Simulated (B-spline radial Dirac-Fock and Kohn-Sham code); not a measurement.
## Cross section and asymmetry of the 4s subshell of Pd⁵⁺

System: Pd⁵⁺, configuration [Kr] 4d5. The computed 4s threshold is 179.2 eV; without correlation, outer thresholds are uncertain by 1 to 2 eV. With an open shell the threshold is an average over the terms of the final ion.

Input of the calculation (task.json; shells as n, l, electrons):

```json
{"items": [{
  "Z": 46,
  "q": 5,
  "cfg": [[1, 0, 2], [2, 0, 2], [2, 1, 6], [3, 0, 2], [3, 1, 6], [3, 2, 10], [4, 0, 2], [4, 1, 6], [4, 2, 5]],
  "A": 106,
  "rrms": 4.5318,
  "do": ["binding", "quiet", "photo", "scan"],
  "hv": [42.1, 78.3, 80, 212.0, 281.0, 300, 449.0, 778.0, 1000, 1486.9, 5414.7, 6000, 7780.0, 15000, 38200.0, 59318.2]
}]}
```

Run with: `python xray_run.py task.json out`

Model: independent-particle photoionisation in a Dirac-Hartree-Slater potential with a Latter tail, all multipoles, thresholds from Dirac-Fock ΔSCF. Program: an atomic code on a B-spline grid. Interchannel coupling and autoionising resonances are not included, so magnitudes near threshold are approximate.

```
kinetic energy (eV)  σ (Mb)     β
                1.5   0.198  1.97
                1.9   0.197  1.97
                2.3   0.197  1.97
                2.9   0.197  1.97
                3.7   0.196  1.97
                4.6   0.195  1.97
                5.7   0.194  1.97
                7.2   0.193  1.97
                9.0   0.191  1.97
               11.2   0.189  1.97
               14.0   0.187  1.98
               17.5   0.184  1.98
               21.9   0.180  1.98
               27.4   0.175  1.98
               34.2   0.169  1.98
               42.8   0.162  1.98
               53.5   0.154  1.98
               66.9   0.144  1.98
               83.7   0.132  1.98
              104.7   0.120  1.98
              130.9   0.107  1.99
              163.6  0.0935  1.99
              204.6  0.0798  1.99
              255.8  0.0661  1.99
              319.9  0.0539  1.99
              400.0  0.0431  1.99
```

The cross section shows no minimum in this range. It is largest at the lowest energy, 0.198 Mb. β stays at 1.98.
